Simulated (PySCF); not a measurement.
**Ionisation energy of Si⁶⁺ by level of theory**

Si⁶⁺ [He] 2s2 2p4 [2p1/2^2 2p3/2^2, M_J = 2] → Si⁷⁺ [He] 2s2 2p3 [2p1/2^2 2p3/2^1, M_J = 3/2], as a difference of total energies. Calculation: PySCF 2.14, in an even-tempered Gaussian basis (18 s from 0.6 bohr⁻², ratio 2.4; 11 p from 0.78 bohr⁻², ratio 2.4; 5 d from 5 bohr⁻², ratio 2.6; 5 f from 7.5 bohr⁻², ratio 2.6); the two-component X2C-1e Hamiltonian. Correlated levels: nothing frozen; the 28 highest virtual spinors dropped. "Screened" scales the spin-orbit matrix elements by Boettger's factors to mimic the two-electron term; Breit and QED terms are absent.

Task: Order these methods by the ionisation energy they give, lowest first.
A. GHF (spin-free)
B. GMP2 (screened spin-orbit)
C. GHF (screened spin-orbit)
D. GMP2 (spin-free)

Result: A (244.63 eV), C (244.88 eV), D (246.09 eV), B (246.34 eV).

The labels give the starting determinants; with spin-orbit coupling the two ends relaxed to ⟨J²⟩ = 6.00, ⟨L²⟩ = 2.01, ⟨S²⟩ = 1.99 and ⟨J²⟩ = 3.75, ⟨L²⟩ = 0.00, ⟨S²⟩ = 3.75.

For comparison: 246.57 ± 0.05 eV (semi-empirical (NIST evaluation); NIST Atomic Spectra Database, ionization energies).
